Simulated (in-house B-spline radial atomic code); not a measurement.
## RPA and G0W0 on B3LYP (VWN-RPA): the rubidium ion Rb⁴⁺

Configuration [Ar] 3d10 4s2 4p3, highest spin, mean-field start B3LYP (VWN-RPA). Computed with a B-spline radial code for spherical atoms: all electrons, non-relativistic, point nucleus, each spin shell either full or empty, empty states to l = 9 with an (l + 1/2)⁻⁴ tail; G0W0 by contour deformation at full frequency.

Without relativity these are model numbers: it shifts the levels of so heavy an element strongly and can reorder them.

Command:
```bash
python run_gw.py task.json out
```
Settings (radii: box in bohr, nucleus in fm):
```
Z                        37
electrons                33
configuration            [Ar] 3d10 4s2 4p3
hamiltonian              nr
method                   b3lyp
lmax                     9
spin_polarised           True
box_radius               11.96
intervals                51
```

Time taken, with all properties: 3.5 s on 1 thread of Arm Neoverse N1, with other jobs on the host.

Energies (hartree):

| term | value |
| --- | --- |
| mean-field total | -2935.65830 |
| Hartree-Fock functional on these orbitals | -2933.98179 |
| direct second order | -2.7229 |
| second-order exchange | 0.7969 |
| SOSEX correction | 0.73944 |

(1) What is the RPA correlation energy, and what remains with SOSEX?

Quasi-particle levels (eV):

```tsv
level	occupied	mean field	Σx - vxc	Σc	QP weight	G0W0
4p up	yes	-63.36	-5.51	?	?	?
4s down	yes	-76.15	-2.65	-2.68	0.954	-81.49
4p down	no	-57.00	7.55	-2.78	0.953	-52.24
```

G0W0 = mean field + (Σx - vxc) + Σc, with Σc (partial-wave tail included) taken at the quasi-particle energy. Only the outer levels were computed. Levels of low weight are left out.

(2) Where does G0W0 put 4p up?

Answers

(1) RPA gives -2.4023 hartree (-1.98 eV per electron); RPA + SOSEX gives -1.6628, and the second-order doubles -1.926 hartree (no singles). SOSEX takes back 31 % of the RPA value.

(2) At -69.32 eV, with Σc = -0.44 eV and a quasi-particle weight of 0.953. The tabulated removal energy is 68.44 ± 0.15 eV (NIST, tabulated theory); the calculation leaves out relativity, Breit and QED terms, and what these don't explain is the method's own error.
